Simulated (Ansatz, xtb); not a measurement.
**Two isomers of C4H9BO**

Structure a: `BO/C=C/CC`, a singlet. Structure b: `COBC1CC1`, a singlet. Both are isolated molecules in the gas phase, relaxed with B3LYP-D3(BJ)/def2-SVP, each in the lowest conformer that the search found.

**Question.** Estimate E(b) − E(a) at the level CCSD(T)/def2-SVP + ΔMP2/def2-TZVPP.

**Answer.** Calculated at CCSD(T)/def2-SVP + ΔMP2/def2-TZVPP: E(b) − E(a) = −9.1 kJ/mol, so structure b lies lower.

Level by level:

| level | geometry | E(b) − E(a) (kJ/mol) | departure from the last row (kJ/mol) | job, with rough time for the two |
| --- | --- | --- | --- | --- |
| GFN2-xTB | GFN2-xTB | +30.4 | +39.5 | optimisation, 0.67 s |
| HF/STO-3G | GFN2-xTB | −32.8 | −23.7 | single point, 0.78 s |
| r2SCAN-D4/def2-SVP | GFN2-xTB | −21.7 | −12.6 | single point, 5 s |
| B3LYP-D3(BJ)/def2-SVP | B3LYP-D3(BJ)/def2-SVP | −2.5 | +6.6 | optimisation, 73 s |
| HF/def2-SVP | B3LYP-D3(BJ)/def2-SVP | −5.5 | +3.6 | part of the CCSD(T) run |
| MP2/def2-SVP | B3LYP-D3(BJ)/def2-SVP | −17.9 | −8.8 | part of the CCSD(T) run |
| CCSD(T)/def2-SVP | B3LYP-D3(BJ)/def2-SVP | −7.2 | +1.9 | single point |
| CCSD(T)/def2-SVP + ΔMP2/def2-TZVPP | B3LYP-D3(BJ)/def2-SVP | −9.1 |  | single point, 87 s |

As drawn, b has 1 C–B, 1 C–C, 1 C–H in place of 1 C=C, 1 B–H. Structure a has no ring, b a 3-membered ring.

GFN2-xTB puts the two in the other order. The largest departure from CCSD(T)/def2-SVP + ΔMP2/def2-TZVPP is that of GFN2-xTB, 39.5 kJ/mol. The last row adds to CCSD(T) the change of the MP2 difference between the two basis sets, here −1.9 kJ/mol.

With thermal terms from frequencies at re-optimised GFN2-xTB minima (ideal gas, soft modes damped towards free rotors, one conformer each, 298.15 K, 1 atm): the zero-point term adds +5.7 kJ/mol; ΔH is −4.5 and ΔG −3.0 kJ/mol.

The correlated steps freeze 6 core orbitals. Codes used: Ansatz 0.2.0, xtb 6.7.1; the last row on 2 threads of Intel(R) Xeon(R) Processor @ 2.70GHz on a shared host.
